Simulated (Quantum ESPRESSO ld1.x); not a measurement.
Problem. Hf XLIX, 24 electrons, occupied as [Ar] 3d6. Method: scalar-relativistic Kohn-Sham, LDA (Slater exchange, VWN5 correlation), spin-unpolarised, spherical densities, point nucleus; computed with ld1.x of Quantum ESPRESSO 7.5. Some entries of the table are withheld. Estimate them.

orbital,occ.,eigenvalue (hartree),<r^2> (bohr^2)
1s,2,-2501.15,(1)
2s,2,-511.584,0.007575
2p,6,(2),0.006212
3s,2,(3),0.04590
3p,6,-170.608,(4)
3d,6,-154.761,(5)
4s,0,-93.7716,0.1692
4p,0,-87.9382,(6)

Solution. 
(1) 1s <r^2> (bohr^2): 0.0004954
(2) 2p eigenvalue (hartree): -462.154
(3) 3s eigenvalue (hartree): -185.428
(4) 3p <r^2> (bohr^2): 0.04550
(5) 3d <r^2> (bohr^2): 0.03637
(6) 4p <r^2> (bohr^2): 0.1754
